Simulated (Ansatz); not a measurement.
FH$_{5}$OSSi$_{2}$ (`O[SiH2][SiH](F)S`). The species carries charge 0 and has multiplicity 1.

```xyz
10

O     0.611   -1.898    0.922
Si    1.248   -0.412    0.593
Si   -0.498    0.985   -0.124
F     0.044    2.421   -0.589
S    -1.378   -0.087   -1.748
H    -0.003   -2.257    0.277
H     2.284   -0.461   -0.478
H     1.873    0.068    1.849
H    -1.564    1.240    0.877
H    -2.617    0.402   -1.580
```

Problem. Give the diagnostics of a CCSD(T)/def2-TZVPP run (frozen core, the Gaussian-basis code of Ansatz). (An estimate is asked.)

Solution. Ansatz gave: T1 = 0.0124, largest single amplitude 0.012, largest double 0.016, (T) share of the correlation energy 3.5 %, 9 CCSD cycles. The RHF solution is stable towards an unrestricted one. T1 lies under the customary mark of 0.02 for closed shells.
